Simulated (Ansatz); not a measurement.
Ansatz (a first-principles code) input (CCSD(T)/cc-pVTZ):

Ansatz 0.2 input:
```yaml
crystal:
  periodic: [false, false, false]
  atoms:
    - {symbol: O, position_ang: [-1.41870754, 0.58902210, 0.00232765]}
    - {symbol: Se, position_ang: [0.01180350, -0.30243437, 0.00972876]}
    - {symbol: O, position_ang: [1.36854264, 0.69632397, -0.04367488]}
basis:
  gaussian:
    orbitals: cc-pVTZ
total_charge: -1
magnetization: {spin_polarized: true, initial_magnetization: 1}
correlation: {method: ccsd_t, electrons: outside_noble_gas}
```

End of the output:

```
mean field: 0.33 GiB planned
mean field evaluation 1: about -69376.2836 eV, gradient 2.3e1 eV
mean field evaluation 2: about -69376.2952 eV, gradient 2.3e1 eV
mean field evaluation 4: about -69378.5915 eV, gradient 3.2e0 eV
mean field evaluation 8: about -69378.6522 eV, gradient 1.4e-1 eV
mean field evaluation 16: about -69378.6239 eV, gradient 1.0e0 eV
mean field evaluation 32: about -69376.2815 eV, gradient 6.6e-1 eV
mean field evaluation 64: about -69376.1586 eV, gradient 6.4e-4 eV
mean field evaluation 96: about -69376.2894 eV, gradient 2.9e-3 eV
mean field evaluation 128: about -69374.5214 eV, gradient 1.1e-1 eV
mean field -69378.65263840 eV, -2549.6184579216 hartree, gradient 6.1e-6 eV, S^2 0.778168; 4 other end points of the search recorded, 0 dependent functions left out
determinant -69378.65263840 eV, -2549.6184579216 hartree, with singles and doubles -69396.17583522 eV, -2550.2624235270 hartree
determinant -69376.28940639 eV, -2549.5316107470 hartree, with singles and doubles -69393.09078501 eV, -2550.1490500230 hartree
determinant -69376.15862048 eV, -2549.5268044535 hartree, with singles and doubles -69393.21611432 eV, -2550.1536557902 hartree
16 core orbitals not correlated
reference -69378.65263840 eV, -2549.6184579216 hartree; 10, 9 occupied and 77, 78 virtual orbitals, 650 factors
second order -17.63545766 eV of doubles, -0.00000000 eV of singles
coupled cluster: 0.50 GiB planned
cycle   1  -17.46935892 eV  change    -1.7e0 eV  update   2.5e-2
cycle   2  -17.51891185 eV  change   -5.0e-2 eV  update   5.6e-3
cycle   3  -17.51577452 eV  change    3.1e-3 eV  update   3.2e-3
cycle   4  -17.51643423 eV  change   -6.6e-4 eV  update   1.2e-3
cycle   5  -17.51633112 eV  change    1.0e-4 eV  update   6.9e-4
cycle   6  -17.51690052 eV  change   -5.7e-4 eV  update   2.2e-4
cycle   7  -17.51695989 eV  change   -5.9e-5 eV  update   1.1e-4
cycle   8  -17.51708898 eV  change   -1.3e-4 eV  update   3.0e-5
cycle   9  -17.51706621 eV  change    2.3e-5 eV  update   1.1e-5
cycle  10  -17.51706203 eV  change    4.2e-6 eV  update   4.1e-6
perturbative correction -0.87895981 eV, -0.0323011773 hartree
Total energy: -69397.04866024 eV, -2550.2944992548 hartree
```
